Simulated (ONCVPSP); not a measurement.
**What the settings do to the ONCV potential of platinum**

Base potential:

* Element: platinum (Pt)
* Generator: ONCVPSP 4.0.1
* Type: optimised norm-conserving Vanderbilt (ONCV)
* Functional: PBE
* Relativity: scalar-relativistic
* Frozen core: [Kr] 4d10
* Valence charge: 32
* Reference configuration: 4f13.5 5s2 5p6 5d9.5 6s1
* Partial waves: 5s+6s: rc 1.65 bohr, ncon 4, nbas 9, qcut 8.4 1/bohr, 3 projectors, debl 0.5 Ha; 5p: rc 1.10 bohr, ncon 5, nbas 8, qcut 8.1 1/bohr, 3 projectors, debl 2.2 Ha; 5d: rc 2.05 bohr, ncon 4, nbas 9, qcut 8 1/bohr, 2 projectors, debl 2.9 Ha; 4f: rc 0.60 bohr, ncon 3, nbas 8, qcut 27.6 1/bohr, 1 projector
* Local potential: polynomial inside 0.35 bohr (lpopt 5, dvloc0 1 Ha)
* Core correction: Teter function, fcfact 1.75, rcfact 1.5

All-electron outer shells of the reference configuration (PBE, scalar-relativistic, ld1.x):

```
shell  level (eV)  outermost node (bohr)  outermost maximum (bohr)
   4d     -312.46                   0.20                      0.42
   5s     -103.71                   0.49                      0.87
   4f      -75.41                      –                      0.38
   5p      -57.34                   0.52                      0.97
   5d       -6.56                   0.57                      1.24
   6s       -5.63                   1.13                      2.35
```

Cutoffs, loose and tight: the cutoffs (Ha) at which the residual kinetic energy of the hardest occupied pseudo-wave falls to 1 and 0.1 mHa per electron. They do not see the model core or the augmentation charge, which bear on the density cutoff. Test errors are all-electron minus pseudo excitation energies from the reference, over the configurations 4f14 5s2 5p6 5d9 6s1; 4f14 5s2 5p6 5d9 6s0; 4f14 5s2 5p6 5d8 6s0; 4f13 5s2 5p6 5d10 6s1. A dash means not determined; rows that change the core or the reference have their own tests.

1 further variants are left out, since the program set their typed debl aside.

A true bound ghost makes a file unfit for plane-wave use even where its test errors are small: the radial tests pick states by their node count and pass the ghost by.

| change | outcome | cutoff, loose | cutoff, tight | bound ghosts | GHOST(+) flags above zero | largest test error (meV) |
| --- | --- | --- | --- | --- | --- | --- |
| base | generated | 329 Ha | 356 Ha | s, p, d | p | -191 |
| core correction Teter function, fcfact 4.8, rcfact 1.5 | generated | 329 Ha | 356 Ha | s, p, d | p | -200 |
| d: nproj 1 | generated | 329 Ha | 356 Ha | s, p, d | p | -185 |
| s: nbas 7 | generated | 329 Ha | 356 Ha | s, p, d | p | -202 |
| core correction Teter function, fcfact 3.5, rcfact 1.7 | generated | 329 Ha | 356 Ha | s, p, d | p | -200 |
| p: qcut 8.5 | generated | 329 Ha | 356 Ha | s, p, d | p | -192 |

(1) What comes out with this change to the base: all radii but the core radius scaled by about 1.20 (s 1.98, p 1.32, d 2.46, f 0.72 bohr); local potential polynomial inside 0.42 bohr (lpopt 5, dvloc0 1 Ha)?

(2) What comes out with this change to the base: reference 4f14 5s2 5p6 5d9; wave 5s+6s: rc 1.65 bohr, ncon 4, nbas 9, qcut 8.4 1/bohr, 3 projectors, debl 0.5 Ha becomes 5s: rc 1.65 bohr, ncon 4, nbas 9, qcut 8.4 1/bohr, 3 projectors, debl 0.5 Ha?

Results:

(1) outcome: generated; cutoff, loose: 292 Ha; cutoff, tight: 321 Ha; bound ghosts: s, p, d; GHOST(+) flags above zero: s; largest test error (meV): -201.

(2) outcome: generated, projector energies reset by the program; cutoff, loose: 329 Ha; cutoff, tight: 356 Ha; bound ghosts: s, p, d; GHOST(+) flags above zero: none; largest test error (meV): -66.
